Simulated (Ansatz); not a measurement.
Breaking the S1–S2 bond in H2S2 (SMILES SS) (multiplicity 1 held, fragments rigid). Energies count from the point at 2.072 Å.
Geometry at that point (charge 0, multiplicity 1):
```csv
atom,x (Å),y (Å),z (Å)
S,-0.9122,0.0538,0.4912
S,0.9122,0.0567,-0.4909
H,-1.5359,-0.8839,-0.2489
H,1.5365,-0.8841,0.2447
```

Unrestricted levels (U-) break spin symmetry where that is lower. Active spaces are followed from a long bond inwards. Curves can end on different states.

Correlated levels freeze the cores.

Programs: Ansatz (Gaussian basis) for Hartree–Fock, density functionals and correlated methods. 

Energies in kcal/mol.

```tsv
R (Å)	U-HF/cc-pV(D+d)Z	SC-NEVPT2 on CASSCF(6,4)/cc-pV(D+d)Z	FIC-NEVPT4(SD) on CASSCF(6,4)/cc-pV(D+d)Z	FIC-MRCISD+Q on CASSCF(6,4)/cc-pV(D+d)Z
1.658	70.8	74.1	73.4	72.9
1.865	11.9	15.5	13.8	13.5
2.072	0.0	0.0	0.0	0.0
2.279	7.5	4.4	___	4.8
2.486	20.3	15.2	15.0	15.5
2.797	27.4	31.6	30.8	31.4
3.108	29.3	43.6	___	42.5
3.626	30.3	52.9	50.1	51.0
4.144	30.6	55.6	52.7	53.4
4.765	30.7	56.9	53.9	54.1
5.594	30.9	57.6	54.5	54.3
6.630	30.9	57.5	54.6	54.3
```

Q: Complete the blanks.

A: 
- 3.108, FIC-NEVPT4(SD) on CASSCF(6,4)/cc-pV(D+d)Z: 41.5
- 2.279, FIC-NEVPT4(SD) on CASSCF(6,4)/cc-pV(D+d)Z: 4.5

Doubts at one or more of the structures used: a spin-contaminated determinant (U-HF/cc-pV(D+d)Z); active orbitals that take no part (SC-NEVPT2 on CASSCF(6,4)/cc-pV(D+d)Z, FIC-NEVPT4(SD) on CASSCF(6,4)/cc-pV(D+d)Z, FIC-MRCISD+Q on CASSCF(6,4)/cc-pV(D+d)Z).

Ansatz is a program for electronic structure.
